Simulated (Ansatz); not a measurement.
CH4AlBrFN (`C[NH][Al]([F])[Br]`), 9 atoms. Charge 0, multiplicity 1. Correlated methods include outer-core shells of Br, which these sets cover unevenly. Scalar relativity is left out up to krypton. All runs use 4 threads of a server CPU on a shared host. Correlated methods freeze the cores.

Problem. Give the basis size and wall time and peak host memory of each of these runs in Ansatz. RKS PBE-D4/def2-TZVPP energy and forces; RHF-CCSD(T)/def2-TZVPP energy; direct RPA on PBE orbitals/def2-TZVPP energy; RKS PBE0-D4/def2-TZVP relaxation (7 steps); RKS ωB97M-V/def2-SVP energy; RKS LC-ωPBE/def2-TZVPP energy; RHF-CCSD(T)/def2-SVP energy; RHF-MP2/def2-QZVPP energy; RKS B2PLYP (frozen core)/def2-TZVPP energy; RKS ωB97M-V/def2-QZVPP energy; RKS PBE0-D4/def2-SVP energy; RKS PBE0-D4/def2-TZVP frequencies. (An estimate is asked.)

Solution. The calculation gave: Other jobs shared the machine, so times are rough.

```
                                level                   job  functions  wall time  peak host memory (GiB)
                 RKS PBE0-D4/def2-SVP                energy        112      1.6 s                    0.25
                RKS PBE-D4/def2-TZVPP     energy and forces        239      2.1 s                    0.32
               RKS LC-ωPBE/def2-TZVPP                energy        239      3.4 s                    0.45
                 RKS ωB97M-V/def2-SVP                energy        112      4.2 s                    0.37
  RKS B2PLYP (frozen core)/def2-TZVPP                energy        239        6 s                    0.64
direct RPA on PBE orbitals/def2-TZVPP                energy        239        6 s                    0.61
                 RHF-CCSD(T)/def2-SVP                energy        112      7.5 s                    0.55
               RKS ωB97M-V/def2-QZVPP                energy        450       15 s                     2.1
                   RHF-MP2/def2-QZVPP                energy        450       21 s                     2.5
                RKS PBE0-D4/def2-TZVP  relaxation (7 steps)        202       30 s                    0.61
               RHF-CCSD(T)/def2-TZVPP                energy        239    2.4 min                     4.7
                RKS PBE0-D4/def2-TZVP           frequencies        202      3 min                     0.6
```

LC-ωPBE has ω = 0.4 bohr⁻¹.
